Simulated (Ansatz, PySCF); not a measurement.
C2H9GaO2Si (SMILES C[O][Ga]([SiH3])[O]C), singlet, at a GFN2-xTB geometry (such geometries of metal compounds can be far from the true shape), with bond 11-8 at 2.4 times its length. Base run: CASSCF(2,3)/STO-3G (PySCF).

PySCF was given this input:
```python
from pyscf import gto, scf, mcscf
import numpy

mol = gto.M(
    atom='''
Ga    0.00680172   -0.00827888   -0.00064364
O    -1.51246332   -0.76093652    0.44464050
C    -2.61614763   -1.63142244    0.53779687
H    -3.53061118   -1.08664421    0.28627019
H    -2.51358411   -2.48061504   -0.14282655
H    -2.69712864   -2.00793333    1.56151612
O     1.25611297   -0.43969237   -1.15032203
C     2.02884653   -1.08667211   -2.13479862
H     2.16740755   -0.41532714   -2.98705524
H     3.00839896   -1.34067549   -1.71984630
H     0.86820723   -3.28592903   -2.97060702
Si    0.41821567    2.01285174    1.17481192
H    -0.05082981    1.89087120    2.56162180
H    -0.27935497    3.13746481    0.53332774
H     1.85919246    2.29620783    1.19009281
''',
    basis='sto-3g',
    verbose=4,
)

mf = scf.RHF(mol)
mf.kernel()
mc = mcscf.CASSCF(mf, 3, 2)
mc.fix_spin_(ss=0.0)
mc.kernel()
occ = numpy.linalg.eigvalsh(mc.fcisolver.make_rdm1(mc.ci, mc.ncas, mc.nelecas))[::-1]
ss = mc.fcisolver.spin_square(mc.ci, mc.ncas, mc.nelecas)[0]
print('natural occupations', occ.round(4), ' <S^2>', round(ss, 4))
```

Programs used: Ansatz (a program for electronic structure), PySCF; a row that names a program was run with it.

Each row names what was changed in the base input (with any setting that the change needs).

```tsv
change	ΔE vs base (kcal/mol)	natural occupations	<S^2> of the state	outcome
base	0.000	1.30 0.70 0.00	0.00	converged
active space = 6 electrons, 5 orbitals	-	-	-	not converged
active space = 6 electrons, 7 orbitals	-19.42	1.95 1.91 1.30 0.70 0.08 0.05 0.00	0.00	converged
code = ansatz; correction = SC-NEVPT2, all electrons	-167.8	-	-	converged
fix_spin_ = off	0.000	1.30 0.70 0.00	0.00	converged
active space = 10 electrons, 9 orbitals	-	-	-	not converged
orbitals = fixed (CASCI); correction = SC-NEVPT2	-172.7	1.35 0.65 0.00	0.00	converged
correction = SC-NEVPT2	-168.8	1.30 0.70 0.00	0.00	converged
orbitals = fixed (CASCI)	14.18	1.35 0.65 0.00	0.00	converged
active space = 4 electrons, 5 orbitals	-9.10	1.93 1.30 0.70 0.07 0.00	0.00	converged
start = MP2 natural orbitals	-0.003	1.30 0.70 0.00	0.00	converged
```

Active orbitals are taken around the Fermi level unless the row says otherwise; CASSCF can end in different local minima, and two programs can end on different orbitals. State-averaged rows give the lowest state.

Ansatz warned in this series: the state or the total is in doubt.
